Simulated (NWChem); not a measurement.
ZnNH₃; SMILES [NH2][ZnH]

```xyz
5

Zn    -0.0074    -0.3688    -0.0406
H     -0.0092    -1.8988    -0.0501
N     -0.0023     1.4434    -0.1445
H     -0.8193     1.9776     0.1367
H      0.8216     1.9687     0.1333
```
Atoms are numbered in this order, from 1.

The geometry was optimised at PBE0/def2-SVP.

Question: Give the principal values of the shielding tensors (ppm) of Zn1, N3 from PBE/pcSseg-1, GIAO (NWChem), with their diamagnetic and paramagnetic parts as GIAO splits them.

Answer: 
```
atom     σ11     σ22     σ33  isotropic  diamagnetic  paramagnetic
----  ------  ------  ------  ---------  -----------  ------------
Zn1   1107.1  1133.2  2421.3     1553.8       2520.0        -966.1
N3     229.2   254.7   307.2      263.7        312.9         -49.2
```
